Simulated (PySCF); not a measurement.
Compound: C6H5ClN2.
Bonds: C1–N2 (double), N2–C3, C3–C4 (aromatic), C4–C5 (aromatic), C5–C6 (aromatic), C6–Cl7, C6–N8 (aromatic), N8–C9 (aromatic), C3–C9 (aromatic). Hydrogens: H10, H11 on C1; H12 on C4; H13 on C5; H14 on C9.

Definitions: NICS(0) = −σiso at the ring centroid; NICS(1) = −σiso and NICS(1)zz = −σzz at ±1 Å along the ring normal z. Level: GIAO PBE0/pcSseg-1 (PySCF, non-relativistic, gas phase) on the GFN2-xTB geometry, one conformer.

Ring bond lengths (Å), with Mayer bond orders in brackets: C3–C4 1.400 (1.36), C4–C5 1.379 (1.47), C5–C6 1.392 (1.27), C6–N8 1.316 (1.49), N8–C9 1.317 (1.49), C9–C3 1.400 (1.31).

Question: What do the NICS probes read (ppm)?

Answer: 
```json
{"ring": "C3–C4–C5–C6–N8–C9", "type": "6-membered ring with N; formal bonds all aromatic", "NICS(0)": "-7.9", "NICS(1), two faces": "-10.2 / -10.4", "NICS(1)zz, two faces": "-25.4 / -25.2", "rms pucker (Å)": "0.01", "centre to ring atoms, mean (Å)": "1.37"}
```

Question: What do they say, and how far can they be read as aromaticity?

Answer: 
- C3–C4–C5–C6–N8–C9: mean NICS(1)zz -25.3 ppm, shielded. For a flat ring without four-coordinate atoms the NICS criterion counts such a value as aromatic.

Question: What does the geometric index give? HOMA = 1 − mean of α(R − Ropt)² over the ring bonds, with Krygowski's 1993 parameters (CC: Ropt 1.388 Å, α 257.7 Å⁻²; CN: Ropt 1.334 Å, α 93.52 Å⁻²).

Answer: 
- C3–C4–C5–C6–N8–C9: HOMA 0.97; the largest term is that of C3–C4, α(R − Ropt)² = 0.04. The geometric and the magnetic index point the same way.

Question: What field does 1 T along the ring normal induce along that normal at the second NICS(1) probe listed for ring C3–C4–C5–C6–N8–C9, 1 Å off the ring?

Answer: NICSzz × B0 = -25.2 ppm × 1 T = -25 μT, against the applied field.

Conformer computed: `[CH2:1]=[N:2][c:3]1[cH:4][cH:5][c:6]([Cl:7])[n:8][cH:9]1`: C1–N2–C3–C4 134°.
